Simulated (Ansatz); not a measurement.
`[SiH3][NH][SbH2]` + `C1NCS1` → `[SiH3]N1CSC1` + `[NH2][SbH2]`  (ligand exchange at the Si–N bond)

Isolated molecules relaxed with PBE0-D4/def2-TZVP in Ansatz; ΔE leaves out vibrations. CCSD(T)/CBS is the MP2 limit (def2-TZVPP, def2-QZVPP) plus CCSD(T) − MP2 in def2-TZVPP, frozen cores. DFT in def2-TZVPP. Elements past krypton have def2 core potentials. For Sb outer-core shells are correlated without core-valence functions, which leaves a few kJ/mol of doubt a bond.

```
             level  ΔE (kcal/mol)
            r2SCAN            2.6
CCSD(T)/def2-TZVPP            3.1
     HF/def2-QZVPP            3.5
      HF/CBS(def2)            3.5
```

(1) What does CCSD(T)/CBS give? (Best estimate.)

Largest T1 diagnostic among the species: 0.013.

Answers

(1) Computed: +3.3 kcal/mol. The listed levels differ from it by -0.7, -0.2, 0.2, 0.2 kcal/mol.
